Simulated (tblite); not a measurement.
Compound: C4H6NSi (doublet state).
SMILES with atom numbers: `[N:1]#[C:2][Si:3]1[CH2:4][CH2:5][CH2:6]1` (hydrogens: H7, H8 on C4; H9, H10 on C5; H11, H12 on C6)

Geometry (GFN2-xTB, Å), atoms numbered from 1 in this order:
```xyz
12
C4H6NSi angstrom
N      3.5308    0.5789   -1.0807
C      2.3937    0.4234   -0.9759
Si     0.5649    0.2136   -1.1402
C     -0.2801   -1.2285   -0.2014
C     -0.9372   -0.2127    0.7548
C     -0.5808    1.1329    0.0915
H      0.3780   -1.9409    0.2919
H     -1.0092   -1.7971   -0.7743
H     -2.0127   -0.3604    0.8474
H     -0.4973   -0.2804    1.7492
H     -1.4449    1.6250   -0.3495
H     -0.1040    1.8455    0.7611
```

Level: GFN2-xTB in tblite, geometry and Hessian alike; calculated harmonic values, unscaled, isolated species. Against measured fundamentals such values can be off by several per cent, at times by over 20. One conformer, not necessarily the lowest. Open shells enter through the occupations alone, without spin polarisation, and single modes of such species can be off by tens of per cent.

Harmonic wavenumbers (cm⁻¹): 45.8, 100.9, 117.2, 290.2, 312.4, 487.3, 638.2, 662.9, 692.9, 740.8, 809.1, 873.8, 980.6, 997.4, 1046.4, 1153.6, 1169.0, 1192.9, 1214.8, 1279.2, 1465.6, 1468.8, 1496.1, 2244.7, 2983.9, 2999.2, 3001.7, 3012.2, 3012.5, 3016.8.

A = 6967, B = 1771, C = 1636 MHz; mass 96.027 u (most abundant isotopes); point group Cs, symmetry number 1; spin multiplicity 2.

Problem. Zero-point energy?

Solution. Half the sum of the wavenumbers: 19753 cm⁻¹ = 56.48 kcal/mol.

Problem. Give the ideal-gas entropy at 273.15 K and 1 bar in the rigid-rotor, harmonic-oscillator model (classical rotation).

Solution. Translation 39.19, rotation 26.91, vibration 15.82, spin (R ln 2) 1.38: S = 83.3 cal/(mol K).

Problem. And Cp and H(273.15 K) − H(0)?

Solution. Cp = 23.86 cal/(mol K), of which vibrations give 15.91 (their classical limit is 30 R = 59.6); H(273.15 K) − H(0) = 4.37 kcal/mol without the zero-point energy, 2.20 from vibrations.

Problem. Blend soft modes into free rotors: weight 1/[1 + (100 cm⁻¹/ν̃)⁴] for the oscillator and the rest for a rotor with moment μB/(μ + B), μ = h/(8π²ν), B = 10⁻⁴⁴ kg m². What vibrational entropy results?

Solution. 14.23 cal/(mol K) in place of 15.82, which changes −T·S at 273.15 K by +0.43 kcal/mol.

Problem. Which modes carry the vibrational entropy at 273.15 K?

Solution. 45.8 cm⁻¹: 4.82; 100.9 cm⁻¹: 3.27; 117.2 cm⁻¹: 2.98; 290.2 cm⁻¹: 1.33; 312.4 cm⁻¹: 1.21; 487.3 cm⁻¹: 0.58 cal/(mol K); the other 24 give 1.64 together.

Problem. How do the functions run with temperature in this model?

Solution. 
| T (K) | S (cal/(mol K)) | Cp (cal/(mol K)) | H − H(0) (kcal/mol) | G − H(0) (kcal/mol) | ln q(vib) |
| --- | --- | --- | --- | --- | --- |
| 100 | 65.2 | 14.3 | 1.12 | -5.40 | 1.23 |
| 200 | 76.6 | 19.4 | 2.80 | -12.53 | 2.81 |
| 300 | 85.6 | 25.6 | 5.04 | -20.64 | 4.30 |
| 500 | 101.4 | 36.6 | 11.31 | -39.38 | 7.27 |
| 800 | 121.0 | 46.9 | 23.97 | -72.86 | 11.58 |
| 1000 | 132.0 | 51.5 | 33.84 | -98.19 | 14.26 |

q(vib) and H(0) count from the zero-point level.

Problem. What must be added to the electronic energy to get the Gibbs energy at 273.15 K and 1 bar?

Solution. ZPE + [H(273.15 K) − H(0)] − T·S = 56.48 + 4.37 − 22.75 = 38.10 kcal/mol.

Hindered rotation and anharmonicity are outside this model. Other conformers, if any are populated, would add a mixing term that is left out.
